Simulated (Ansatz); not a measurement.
Two members of one family (Series SnHMe2X), computed with Ansatz in the gas phase; def2 core potentials for Sn, no spin–orbit coupling. A negative affinity means that the extra electron isn't bound at that geometry and level; within about 0.2 eV of zero the sign isn't settled. Binding counts from free atoms in the multiplicity of their measured ground term, without zero-point energy. A dash marks a value that wasn't run or was left out as unsound. The structures are stationary points that may keep the symmetry of their start. Remarks come from the PBE and PBE0 runs and from stability tests at other levels; not every state was tested. A HOMO above zero means that the electron is unbound at that level and held by the basis, or that self-interaction error raises the level; the energy of removing that electron tells which.

First: SnHMe2Cl (singlet, charge 0, PBE-D4/def2-SVP geometry).

Cartesian coordinates in Å:
```
Sn 0.670 0.361 0.068
H 1.349 1.831 0.686
C -0.694 0.692 -1.577
H -1.547 1.315 -1.241
H -1.072 -0.282 -1.939
H -0.166 1.208 -2.400
C -0.156 -0.903 1.616
H 0.622 -1.127 2.369
H -0.510 -1.848 1.163
H -1.007 -0.389 2.107
Cl 2.511 -0.858 -0.852
```

```
                 level  HOMO (eV)  LUMO (eV)  gap (eV)  vertical EA (eV)  binding per atom (eV)
       PBE-D4/def2-SVP      -6.52      -0.99      5.53                 –                   3.49
     PBE-D4/def2-TZVPD      -6.81      -1.41      5.41             -0.52                   3.49
   r2SCAN-D4/def2-TZVP      -7.07      -0.98      6.08                 –                   3.46
    PBE0-D4/def2-TZVPD      -8.06      -0.52      7.54             -0.73                   3.46
CAM-B3LYP-D4/def2-TZVP      -9.35       0.60      9.96                 –                   3.46
```

Remarks: HOMO above zero (-1 doublet).

Second: SnHMe2(SiH3) (singlet, charge 0, PBE-D4/def2-SVP geometry).

```xyz
14

Sn   -0.5241    0.2738    0.2049
H    -1.7730    1.1974    0.9872
C    -0.5495    0.7291   -1.9243
H    -1.5441    0.4841   -2.3443
H     0.2194    0.1267   -2.4457
H    -0.3412    1.8022   -2.0906
C    -0.9529   -1.8444    0.4790
H    -0.9631   -2.0985    1.5557
H    -0.1794   -2.4527   -0.0283
H    -1.9421   -2.0822    0.0414
Si    1.7757    0.8746    1.2336
H     2.0451    2.3553    1.1413
H     2.8840    0.1577    0.5041
H     1.8453    0.4767    2.6859
```

Task: Estimate how these quantities change from the first to the second (second minus first).

Result: 
```tsv
level	Δ HOMO (eV)	Δ LUMO (eV)	Δ gap (eV)	Δ vertical EA (eV)	Δ binding per atom (eV)
PBE-D4/def2-SVP	0.11	0.61	0.50	–	-0.15
PBE-D4/def2-TZVPD	0.34	0.59	0.25	-0.13	-0.16
r2SCAN-D4/def2-TZVP	0.38	0.59	0.22	–	-0.14
PBE0-D4/def2-TZVPD	0.57	0.40	-0.17	-0.08	-0.14
CAM-B3LYP-D4/def2-TZVP	0.64	0.34	-0.29	–	-0.12
```

Remarks: HOMO above zero (-1 doublet).
